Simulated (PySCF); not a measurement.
## Unknown compound

An unknown has the formula C$_{9}$H$_{13}$N. Its calculated NMR data are:

¹H NMR (300 MHz, computed): δ 8.64 (d, 2H), 7.15 (d, 2H), 1.27 (s, 9H).

¹³C{¹H} NMR (computed): δ 169.6, 159.5, 128.8, 34.9, 32.7.

[PySCF: PBE0-D3(BJ)/def2-SVP structure; GIAO CAM-B3LYP/pcSseg-1 shieldings; relativity neglected; rapidly exchanging positions averaged; single conformer; no solvent model]

Scale: ¹H (σ = 31.33 ppm) and ¹³C (σ = 182.45 ppm) vs TMS (reference shieldings calculated alike).

**Question.** Deduce the structure.

**Answer.** 
1. Rings plus π bonds: 4 (1 ring in the answer).
2. 5 carbon signals for 9 carbons: some carbons are equivalent by symmetry or fast rotation.
3. Carbon types of the structure: 2 × C, 4 × CH, 3 × CH3, which accounts for all hydrogens.
4. δC 169.6: substituted aromatic carbon.
5. δC 159.5: aromatic CH next to a ring nitrogen; the adjacent pyridine-type nitrogen withdraws density from it.
6. δC 128.8: aromatic CH; the aromatic region.
7. δC 34.9: quaternary sp3 carbon on an aromatic ring; saturated and bonded to C and H only.
8. δC 32.7: methyl carbon; saturated and bonded to C and H only.
9. δH 8.64: hydrogen on an aromatic CH next to a ring nitrogen; ring current plus the neighbouring ring nitrogen.
10. δH 7.15: hydrogen on an aromatic CH; ring-current deshielding.

The compound is `CC(C)(C)c1ccncc1`.

The shifts were computed for this structure.

Shifts are as computed, not scaled to solution data. Of 1211 compounds with measured shifts, 218 miss one by over three times the rms of a fit or turn the order of signals round; such compounds aren't used in these exercises. No couplings were computed; multiplicities are counted from neighbouring protons, with m where these are inequivalent, close in shift, in a saturated or five-membered ring or joined by F or P, and br s for small geminal =CH2 splittings.
